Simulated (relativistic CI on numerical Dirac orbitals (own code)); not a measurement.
# One change at a time: As

Base calculation: Dirac-Coulomb-Breit CI, KLI orbitals optimised for each configuration, QED by a radiative potential, valence Slater integrals scaled by 0.85, P86 correlation energy added to each configuration.

Configurations in the expansion (outside the closed core [Ar] 3d10): 4s²4p³, 4s²4p²5s, 4s²4p²4d, 4s4p⁴, 4s²4p²5p, 4s²4p²6s, 4s²4p²6p, 4s²4p²5d, 4s²4p²4f, 4s²4p4d², 4s²4p²6d, 4s²4p²5f, 4s²4p²5g, 4s²4p²6f. Levels of other configurations are missing.

The lowest level and the first level of each name with at least 55 % of one term (blank where a level has no safe partner in the second run):

```
          Level  Base (cm⁻¹)  Shift (cm⁻¹)
  4s²4p³ ⁴S°3/2          0.0           0.0
  4s²4p³ ²D°3/2      11956.9          +0.9
  4s²4p³ ²D°5/2      12257.4          -0.2
  4s²4p³ ²P°1/2      19721.6          -0.1
  4s²4p³ ²P°3/2      20203.8          -1.8
 4s²4p²5s ⁴P1/2      52168.9         -18.7
 4s²4p²5s ⁴P3/2      53074.2         -21.0
 4s²4p²5s ⁴P5/2      54389.5         -23.6
 4s²4p²5s ²P1/2      54909.8         -19.5
 4s²4p²5s ²P3/2      56426.5         -22.3
4s²4p²5p ⁴D°3/2      61796.3         -11.1
4s²4p²5p ⁴D°5/2      62614.1         -13.4
4s²4p²5p ⁴P°1/2      63221.9         -13.6
 4s²4p²5s ²D5/2      63236.3         -20.5
 4s²4p²5s ²D3/2      63286.4         -22.7
4s²4p²5p ²D°3/2      63459.5         -13.0
 4s²4p²4d ⁴P5/2      63856.4         +18.8
4s²4p²5p ⁴D°7/2      63861.2         -16.1
4s²4p²5p ⁴P°5/2      64206.0         -15.5
4s²4p²5p ⁴S°3/2      64529.1         -15.8
 4s²4p²4d ⁴P3/2      64607.1         +16.1
4s²4p²5p ²D°5/2      65049.8         -16.2
```

For a near-neutral ion this model can misplace configurations by up to about 10,000 cm⁻¹ (more where the count of f electrons changes) and terms by 10 to 25 % of their spread. Rates follow the energies as ν³ (E1, M1) or ν⁵ (E2), so they and the lifetimes can be off by large factors. The fine structure of a lone outer electron comes out too small, for d and f at times inverted, and misplaced configurations move strength between like terms. 11 of the 11 excited levels that our extract of the measured tables holds in this range could be paired (the sources list more); they are missed by 1700 cm⁻¹ on average and 2451 at most, and levels without a partner can miss by more.

**Question.** One thing was changed in a second run, which moved the levels as shown. Which?
A. one mean potential for all configurations
B. QED terms removed
C. Breit term removed
D. self-excluded LDA correlation estimate
E. valence Slater integrals scaled by 0.75
F. configuration mixing switched off

**Answer.** B. QED terms removed. QED shifts follow the density of s (and p1/2) electrons at the nucleus, so configurations move by their count of such electrons; where none moves, the smaller shifts of p3/2 electrons and of j = l + 1/2 against j = l − 1/2 set the pattern.

LS names give the leading component of a level, which can be under half, so a name can repeat, a term be missing and a line seem to break the LS rules.
